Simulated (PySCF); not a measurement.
C4H5ClSi, SMILES C([Si@@H](C=C)Cl)#C.

Geometry optimised at B3LYP-D3(BJ)/def2-SVP. The structure was generated by enumeration; whether it is a known compound was not checked. One conformer was computed; it need not be the lowest.

Two levels are set side by side: PBE/def2-TZVP (PySCF) and CAM-B3LYP/def2-TZVP (PySCF). Same geometry, gas phase. Differences are taken from unrounded values.

```
quantity                     CAM-B3LYP
---------------------------  ---------
orbital gap (eV)                  9.63
highest occupied level (eV)      -9.60
lowest empty level (eV)           0.04
dipole moment (D)                 2.21
mean polarisability (bohr³)       79.3
```

Task: What does PBE give, and how far is it from CAM-B3LYP? (Estimate from the structure and the level; the computed values follow.)

Result: 
```
quantity                       PBE  PBE minus CAM-B3LYP
---------------------------  -----  -------------------
orbital gap (eV)              5.06                -4.57
highest occupied level (eV)  -7.13                 2.47
lowest empty level (eV)      -2.07                -2.10
dipole moment (D)             2.07                -0.14
mean polarisability (bohr³)   82.7                  3.4
```

Without exact exchange PBE keeps part of each electron's self-repulsion, which lifts occupied levels and narrows the gap. Loosely held outer electrons make PBE densities more polarisable. Differences between two approximate levels are no errors against the true value.

Rough cost on one machine, each run with all the roots and properties that it gave: CAM-B3LYP against PBE within a factor of 2.
